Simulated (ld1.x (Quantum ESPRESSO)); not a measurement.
**carbon: one change to a TM potential, before and after**

- Element: carbon
- Generator: ld1.x (Quantum ESPRESSO) 7.5
- Type: norm-conserving Troullier–Martins (Kleinman–Bylander form)
- Functional: LDA (PZ)
- Relativity: non-relativistic
- Frozen core: [He]
- Valence charge: 4
- Reference configuration: 2s2 2p2
- Partial waves: 2s (bound): rc 0.75 bohr; 3d channel at 0.05 Ry: rc 1.25 bohr; 2p (bound): rc 1.55 bohr
- Local potential: the p channel
- Core correction: none

Change: core correction a·sin(br)/r model core inside 0.90 bohr.

Cutoffs: the cutoffs (Ry, on a coarse ladder) from which the occupation-weighted sum of valence levels, in a spherical-Bessel basis at the reference potential, stays within 10 and 1 mRy of its value at 400 Ry; they do not see the model core or the augmentation charge, which bear on the density cutoff. Errors are all-electron minus pseudo energies relative to the spin-unpolarised reference configuration.

Q: How do hardness, ghosts and transferability respond?

A: The potential gets neither clearly harder nor softer (140 Ry and 260 Ry → 140 Ry and 260 Ry); of the 9 tests that both files solve, the error grows in 1 and shrinks in 4 by more than 15 % and 0.3 meV (median size 66.1 → 50.1 meV); neither file shows a bound ghost. A model core, the more so a compact one, raises the density cutoff, which this test does not measure.

```csv
quantity,base,changed
"cutoff, loose",140 Ry,140 Ry
"cutoff, tight",260 Ry,260 Ry
bound ghosts,none,none
"error for 2s2 2p1, meV [ΔE 10.99 eV]",+13,+11
"error for 2s2 2p0, meV [ΔE 35.25 eV]",+169,+145
"error for 2s1 2p0, meV [ΔE 83.20 eV]",+420,+340
"error for 2s2 2p2.3, meV [ΔE -1.20 eV]",+0.1,0.0
"error for 2s1 2p2, meV [ΔE 19.47 eV]",-0.5,-1.6
"error for 2s1 2p3, meV [ΔE 8.23 eV]",+16,+14
"error for 2s0 2p4, meV [ΔE 16.49 eV]",+66,+58
"error for 2s2 2p2 (spin-polarised), meV [ΔE -1.13 eV]",+121,+90
"error for 2s2 2p1 (spin-polarised), meV [ΔE 10.59 eV]",+66,+50
s: phases at 1.69 bohr within 0.05 rad from the reference energy up to (Ry; the scan ends near 5),to the end of the scan,to the end of the scan
p: phases at 1.69 bohr within 0.05 rad from the reference energy up to (Ry; the scan ends near 5),4.0,4.0
d: phases at 1.69 bohr within 0.05 rad from the reference energy up to (Ry; the scan ends near 5),to the end of the scan,to the end of the scan
```
